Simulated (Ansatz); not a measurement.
Abridged output of a molecular run in Ansatz:

```
Functional definition: HF
1599 factors; integrals over basis functions are off by at most 1.1e-3 eV
mean field evaluation 1: about -19497.8123 eV, gradient 3.5e1 eV
mean field evaluation 2: about -19498.0074 eV, gradient 3.5e1 eV
mean field evaluation 4: about -19501.4916 eV, gradient 3.7e0 eV
mean field evaluation 8: about -19501.5602 eV, gradient 2.8e-1 eV
mean field evaluation 16: about -19501.5607 eV, gradient 2.3e-6 eV
mean field -19501.56074370 eV, -716.6691386984 hartree, gradient 2.3e-6 eV, S^2 0.000000; 0 other end points of the search recorded, 0 dependent functions left out
11 core orbitals not correlated: weight in the atoms' cores, before any rotation towards them, 1.000 or more for the frozen orbitals, at most 0.000 for the correlated occupied ones
reference -19501.56074370 eV, -716.6691386984 hartree; 18, 18 occupied and 223, 223 virtual orbitals, 1599 factors
second order -24.34130275 eV of doubles, -0.00000000 eV of singles
cycle   1  -24.60442894 eV  change   -2.6e-1 eV  update   1.1e-1
cycle   2  -25.21682734 eV  change   -6.1e-1 eV  update   3.0e-2
cycle   3  -25.31485568 eV  change   -9.8e-2 eV  update   1.5e-2
cycle   4  -25.30370268 eV  change    1.1e-2 eV  update   4.1e-3
cycle   5  -25.30342931 eV  change    2.7e-4 eV  update   2.0e-3
cycle   6  -25.30365037 eV  change   -2.2e-4 eV  update   6.0e-4
cycle   7  -25.30327627 eV  change    3.7e-4 eV  update   2.0e-4
cycle   8  -25.30329392 eV  change   -1.8e-5 eV  update   6.9e-5
cycle   9  -25.30331675 eV  change   -2.3e-5 eV  update   2.3e-5
perturbative correction -0.97866557 eV, -0.0359652964 hartree
Total energy: -19527.84272602 eV, -717.6349837341 hartree
```

Its atoms:

Cartesian coordinates in Å:
```
C -0.9360 0.4910 -1.3210
Sb 0.9666 -0.1295 -0.5291
C 0.5929 0.6926 1.4247
S 0.2363 -2.3794 0.0404
H -0.9375 1.5760 -1.4419
H -1.7351 0.1990 -0.6396
H -1.0943 0.0205 -2.2910
H -0.3883 0.3769 1.7790
H 1.3593 0.3439 2.1163
H 0.6276 1.7823 1.3678
H 1.3084 -2.9731 -0.5056
```

Which basis set was used?
A. def2-TZVPP
B. cc-pV(D+d)Z
C. def2-SVP
D. def2-QZVPP

A. It gives 252 functions.

Write the keys of the input that set method, charge and spin (a neutral closed shell needs none for the last two).


```yaml
correlation: {method: ccsd_t}
```
